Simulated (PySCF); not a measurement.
# Single point on SeF⁻

State: ¹Σ⁺ (singlet), closed shell.

An equivalent input (the run itself took its basis sets from the Basis Set Exchange, started from a PBE0 density and held the occupation σ 10α 10β, πx 5α 5β, πy 5α 5β, δx 1α 1β, δy 1α 1β):

```python
from pyscf import gto, dft
mol = gto.M(atom='Se 0 0 0; F 0 0 1.886', basis={'Se': 'aug-pcseg-1', 'F': 'aug-pcseg-1'},
            charge=-1, spin=0, verbose=4, symmetry='C2v')
mf = dft.UKS(mol, xc='R2SCAN')
mf.grids.atom_grid = (80, 434)
mf.grids.prune = dft.gen_grid.treutler_prune
mf.irrep_nelec = {'A1': (11, 11), 'A2': (1, 1), 'B1': (5, 5), 'B2': (5, 5)}
mf.conv_tol = 1e-9
mf.max_cycle = 60
mf.diis_space = 10
mf.kernel()
```

The log (some set-up lines and the per-cycle HOMO/LUMO lines removed):

```
******** <class 'pyscf.dft.uks_symm.SymAdaptedUKS'> ********
method = SymAdaptedUKS
damping factor = 0
level_shift factor = 0
DIIS = <class 'pyscf.scf.diis.CDIIS'>
diis_start_cycle = 1
diis_space = 10
diis_damp = 0
SCF conv_tol = 1e-09
SCF conv_tol_grad = None
SCF max_cycles = 60
number electrons alpha = 22  beta = 22
Set gradient conv threshold to 3.16228e-05
init E= -2501.08069888931
cycle= 1 E= -2501.08126028215  delta_E= -0.000561  |g|= 0.0141  |ddm|= 0.0605
cycle= 2 E= -2501.08078611344  delta_E= 0.000474  |g|= 0.0369  |ddm|= 0.0472
cycle= 3 E= -2501.08137547634  delta_E= -0.000589  |g|= 0.00284  |ddm|= 0.0271
cycle= 4 E= -2501.08138131188  delta_E= -5.84e-06  |g|= 0.000964  |ddm|= 0.00588
cycle= 5 E= -2501.08138176777  delta_E= -4.56e-07  |g|= 0.000102  |ddm|= 0.00168
cycle= 6 E= -2501.0813817743  delta_E= -6.53e-09  |g|= 3.78e-05  |ddm|= 0.000191
cycle= 7 E= -2501.08138177537  delta_E= -1.08e-09  |g|= 5.04e-06  |ddm|= 6.01e-05
cycle= 8 E= -2501.08138177539  delta_E= -1.82e-11  |g|= 6.14e-07  |ddm|= 1e-05
Extra cycle  E= -2501.08138177538  delta_E= 1.59e-11  |g|= 1.08e-06  |ddm|= 2.3e-06
converged SCF energy = -2501.08138177538  <S^2> = -1.4210855e-14  2S+1 = 1
```

Repeating this along the bond gives Re = 1.892 Å and ωe = 538 cm⁻¹.

A point of this curve took 1.7 CPU seconds beside 0.38 for the integrals (shared host).

The highest Kohn–Sham level is positive in this anion. Much of that is self-interaction error, but it also means that the finite basis helps to hold the extra electron.
